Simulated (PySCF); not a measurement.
SCF from a fresh guess for singlet HfH₄, at the PBE0 minimum. PySCF input:

```python
from pyscf import gto, scf, dft
mol = gto.M(atom='''
Hf     0.000000     0.000000    -0.000000
H      1.508067    -0.000050     1.066364
H     -1.508067    -0.000000     1.066364
H      0.000025     1.508092    -1.066329
H     -0.000025    -1.508042    -1.066400''',
    basis={'Hf': 'def2-TZVP', 'H': 'def2-TZVP'},
    ecp={'Hf': 'def2-TZVP'},
    charge=0, spin=0)
mf = dft.RKS(mol, xc='PBE0')
mf.grids.atom_grid = (50, 194)
aux = {'Hf': 'def2-universal-JKFIT', 'H': 'def2-universal-JKFIT'}
mf = mf.density_fit(auxbasis=aux)
mf.conv_tol = 1e-08
mf.diis_space = 10
mf.max_cycle = 60
mf.init_guess = 'minao'
mf.verbose = 4
mf.kernel()
```

Excerpt of the output (cycles and frontier levels):

```
init E= -31.8654632344684
  HOMO = -0.466101026367061  LUMO = -0.29961688146686  gap/eV = 4.53026
cycle= 1 E= -50.2660850442792  delta_E= -18.4  |g|= 0.36  |ddm|= 5.03
  HOMO = -0.262826877670423  LUMO = -0.00412547575823824  gap/eV = 7.03962
cycle= 2 E= -50.2767495973187  delta_E= -0.0107  |g|= 0.269  |ddm|= 0.974
  HOMO = -0.30861768645334  LUMO = -0.081302088990746  gap/eV = 6.18557
cycle= 3 E= -50.3013659336028  delta_E= -0.0246  |g|= 0.0538  |ddm|= 0.44
  HOMO = -0.311391788703406  LUMO = -0.0758315082860431  gap/eV = 6.40992
cycle= 4 E= -50.3024018258416  delta_E= -0.00104  |g|= 0.003  |ddm|= 0.0736
  HOMO = -0.310400697633982  LUMO = -0.0752350476300334  gap/eV = 6.39918
cycle= 5 E= -50.3024047845272  delta_E= -2.96e-06  |g|= 0.000398  |ddm|= 0.00299
  HOMO = -0.310480936271241  LUMO = -0.0753483728422698  gap/eV = 6.39828
cycle= 6 E= -50.3024048390519  delta_E= -5.45e-08  |g|= 1.19e-05  |ddm|= 0.000612
  HOMO = -0.310479631131637  LUMO = -0.0753499163060305  gap/eV = 6.39821
cycle= 7 E= -50.3024048391391  delta_E= -8.72e-11  |g|= 2.13e-06  |ddm|= 3.66e-05
  HOMO = -0.310480357470921  LUMO = -0.0753510963209653  gap/eV = 6.39819
Extra cycle  E= -50.3024048391399  delta_E= -8.67e-13  |g|= 1.89e-06  |ddm|= 8.53e-06
converged SCF energy = -50.3024048391399
```

No lower solution of this spin was found by a stability analysis within the restricted form, which does not test spin polarisation.

Stability towards spin polarisation was not tested. With an element this heavy the missing spin–orbit coupling can shift these numbers.

The search for the lowest solution, with the stability check, took 1.6 s on 2 threads of a shared Arm Neoverse V2 host, with 64 basis functions; the process peaked at 0.3 GiB.
